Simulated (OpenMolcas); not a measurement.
# Fe2+, Ru2+, Os2+: d⁶ down the group

```json
{
  "Program": "OpenMolcas",
  "Method": "SS-CASPT2, IPEA 0.25 Eh, imaginary shift 0.1 Eh",
  "Basis": "ANO-RCC-VTZP",
  "Scalar Hamiltonian": "DKH2, point nucleus",
  "Spin-orbit coupling": "RASSI with atomic mean-field integrals over the reference wave functions, term energies averaged over their components"
}
```

Active space for each ion: 6 electrons in 6 orbitals (d s); closed shells correlated by CASPT2: Fe2+ 3s 3p; Ru2+ 4s 4p; Os2+ 5s 5p.

Computed levels in cm-1 above ⁵D₄:

```csv
Level,Fe2+,Ru2+,Os2+
⁵D₃,480,1226,4540
⁵D₂,814,1939,4440
⁵D₁,1028,2410,6850
⁵D₀,1133,2630,7180
³H₆,20050,16190,18150
³H₅,20280,16370,25220
³P₁(1),20360,18980,28720
³G₅,24350,19570,17120
³G₃,24960,20780,25840
weight of ⁵D in the lowest level (%),100,98,86
```

Mixed levels, with the weight of the term that names them: Os2+ ⁵D₂ (69 %), Os2+ ³H₅ (58 %), Os2+ ³P₁(1) (61 %), Os2+ ³G₅ (59 %), Os2+ ³G₃ (50 %).

Measured, with the error of the calculation in %. Measured levels: Fe2+ from Corliss and Sugar, J. Phys. Chem. Ref. Data 11, 135 (1982); Ru2+ from Moore, Atomic Energy Levels, vol. III, NSRDS-NBS 35 (1971 reprint of NBS Circular 467, 1958).

```tsv
Level	Fe2+	Ru2+
⁵D₃	436 (+10.0)	1159 (+5.8)
⁵D₂	739 (+10.1)	1826 (+6.2)
⁵D₁	932 (+10.2)	2266 (+6.3)
⁵D₀	1027 (+10.3)	2476 (+6.4)
³H₆	20051 (0)	
³H₅	20301 (-0.1)	
³P₁(1)	20688 (-1.6)	
³G₅	24559 (-0.9)	
³G₃	25142 (-0.7)
```

The fine-structure level ⁵D₀ changes by a factor of 6.34 from Fe2+ to Os2+.

Without spin-orbit coupling ³H lies 19810, 15580, 15670 cm-1 above ⁵D in that order; the difference to the level ³H₆, of either sign, comes from spin-orbit coupling, which also lowers the zero.

Term energies are means over components that CASPT2 splits; among the terms shown or strongly mixed into the levels shown the widest spread is 140 cm-1 (5d⁶ ¹I, Os2+). Over all roots computed the reference weight is 0.88 to 0.95 in Fe2+; the roots of lowest weight are the least certain, and an intruder state may touch them. Some high roots are left out of the spin-orbit mixing, which shifts the levels that they would mix with. Terms from blocks run as CI alone lack orbitals of their own. Configurations are named by rounded mean occupations; where the s occupation lies near a half they are strongly mixed, a name can repeat and a true partner stay unpaired (holds for Os2+). The lowest spin-free term belongs to 5d⁵ 6s, not to the configuration of the lowest level (holds for Os2+). Measured partners are found by configuration, term and J. A level has none where our copy of the source lacks it or the pairing is in doubt (some pairs that miss far off the trend of their configuration count as doubtful), and it then counts in no deviation. Levels of configurations outside the active space are missing.

A number in round brackets counts repeated terms of one configuration in the order of the reference energies.
